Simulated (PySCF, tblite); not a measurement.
C4H11NOSi.
Z-matrix (Å and degrees, GFN2-xTB geometry), rows numbered from 1:
```
C 
C   1  1.5236
C   2  1.5298  1  111.52
C   3  1.4946  2  111.85  1   -66.26
N   4  1.2493  3  122.43  2   134.27
Si  5  1.7241  4  134.64  3   176.56
O   6  1.6252  5  106.80  4   136.04
H   1  1.0876  2  110.47  3   -61.72
H   1  1.0876  2  110.60  3   178.26
H   1  1.0877  2  110.44  3    57.98
H   2  1.0921  1  109.52  3   121.03
H   2  1.0926  1  109.61  3  -120.95
H   3  1.0907  2  110.72  1    56.08
H   3  1.0947  2  109.12  1   175.13
H   4  1.1005  3  114.39  2   -46.20
H   6  1.4574  5  119.05  4    21.66
H   6  1.4633  5  103.34  4  -105.38
H   7  0.9535  6  119.58  5    38.62
```

Theory: PBE0/def2-SVPD in PySCF (dipole) on a GFN2-xTB geometry, gas phase.

Take the most abundant isotopes and a rigid rotor. The values belong to one conformer with, in the numbering `[CH3:1][CH2:2][CH2:3]/[CH:4]=[N:5]/[SiH2:6][OH:7]`, C1–C2–C3–C4 -66°, C2–C3–C4–N5 134°, C4–N5–Si6–O7 136°, N5–Si6–O7–H 39°.

Question: Give the principal moments of inertia and the rotational constants in cm⁻¹.

Answer: Ia = 102.42, Ib = 598.78, Ic = 655.65 u·Å²; 505379 MHz·u·Å²/I gives 4934, 844.0 and 770.8 MHz, that is A = 0.16459, B = 0.02815, C = 0.02571 cm⁻¹.

Question: Classify the top.

Answer: A near-prolate asymmetric top: κ = (2 × 844.0 − 4934 − 770.8)/(4934 − 770.8) = -0.96.

Question: Is it planar, by Δ = Ic − Ia − Ib?

Answer: Not planar: Δ = Ic − Ia − Ib = -45.56 u·Å². For a rigid frame Δ = −2 Σ m c², so Σ m c² = 22.78 u·Å² lies off the ab plane: 12.36 from hydrogen and 10.42 from heavier atoms. The atom farthest from that plane is 1.72 Å away.

Question: Give the other two planar moments, Paa and Pbb, and the rms extents of the mass along the axes.

Answer: Paa = Σ m a² = (Ib + Ic − Ia)/2 = 576.00 and Pbb = Σ m b² = (Ia + Ic − Ib)/2 = 79.64 u·Å². With the mass M = 117.06 u, the rms extents √(P/M) along a, b and c are 2.22, 0.82, 0.44 Å.

Question: Give the coordinates in the principal-axis frame, origin at the centre of mass.

Answer: The sense of each axis is arbitrary; atoms in the order of the calculation.
```
atom  mass (u)   a (Å)   b (Å)   c (Å)
  C1    12.000  -2.791   1.383  -0.199
  C2    12.000  -3.010  -0.123  -0.134
  C3    12.000  -1.843  -0.830   0.557
  C4    12.000  -0.582  -0.729  -0.237
  N5    14.003   0.515  -0.430   0.282
 Si6    27.977   2.134  -0.299  -0.297
  O7    15.995   2.748   1.069   0.330
  H8     1.008  -2.725   1.802   0.802
  H9     1.008  -3.614   1.867  -0.721
 H10     1.008  -1.866   1.610  -0.724
 H11     1.008  -3.933  -0.334   0.411
 H12     1.008  -3.121  -0.522  -1.145
 H13     1.008  -1.678  -0.419   1.554
 H14     1.008  -2.079  -1.894   0.661
 H15     1.008  -0.701  -0.947  -1.309
 H16     1.008   2.361  -0.103  -1.723
 H17     1.008   2.782  -1.496   0.240
 H18     1.008   2.533   1.313   1.226
```

Question: Predict some low-J microwave lines.

Answer: The dipole components are |μa| = 2.42 D, |μb| = 0.71 D, |μc| = 0.15 D. The squared components, which scale the intensities, stand as 1.00 : 0.09 : 0.00 (a : b : c). Some lines, for components of 0.1 D or more:

```csv
type,branch,"J(Ka,Kc)",MHz,lower level (cm⁻¹)
a,Q,"4(1,3) ← 4(1,4)",732,0.664
b,R,"3(0,3) ← 2(1,2)",823,0.296
a,R,"2(1,2) ← 1(1,1)",3156,0.190
c,Q,"3(1,3) ← 3(0,3)",3911,0.323
a,R,"3(1,3) ← 2(1,2)",4734,0.296
a,R,"3(2,2) ← 2(2,1)",4844,0.712
b,R,"1(1,1) ← 0(0,0)",5705,0.000
b,R,"4(1,4) ← 3(0,3)",10222,0.323
c,Q,"4(2,3) ← 4(1,3)",12016,0.688
b,Q,"2(2,0) ← 2(1,1)",12271,0.303
b,R,"2(2,1) ← 1(1,0)",15573,0.193
b,R,"3(2,1) ← 2(1,2)",17339,0.296
c,Q,"4(3,2) ← 4(2,2)",20622,1.090
b,Q,"4(3,1) ← 4(2,2)",20622,1.090
c,Q,"3(3,1) ← 3(2,1)",20629,0.874
b,Q,"4(3,2) ← 4(2,3)",20637,1.089
c,R,"4(3,1) ← 3(2,1)",27091,0.874
c,Q,"4(4,1) ← 4(3,1)",28885,1.778
b,R,"4(4,1) ← 3(3,0)",35347,1.562
c,R,"4(4,1) ← 3(3,1)",35347,1.562
b,R,"4(4,0) ← 3(3,1)",35347,1.562
```

Question: Estimate the classical rotational partition function at 10 K, 50 K and 200 K.

Answer: Point group C1, symmetry number σ = 1; q = (√π/σ)·√((kT/h)³/(ABC)), k/h = 20836.6 MHz/K: 2980 at 10 K, 33300 at 50 K, 266000 at 200 K.

Its GFN2-xTB frequencies are all real (lowest 29 cm⁻¹). These are rigid-rotor constants of the computed structure; measured ground-state constants (B0) also hold zero-point vibration. A rigid rotor knows nothing of internal rotation, which can split or shift real lines. Quadrupole hyperfine structure (14N) is left out.

On an Arm Neoverse N1 with one thread, no GPU (shared host), this took 91 s wall and 0.90 GiB of memory at its peak. This is the PBE0/def2-SVPD job that gave the dipole, with the excitations it also computed.
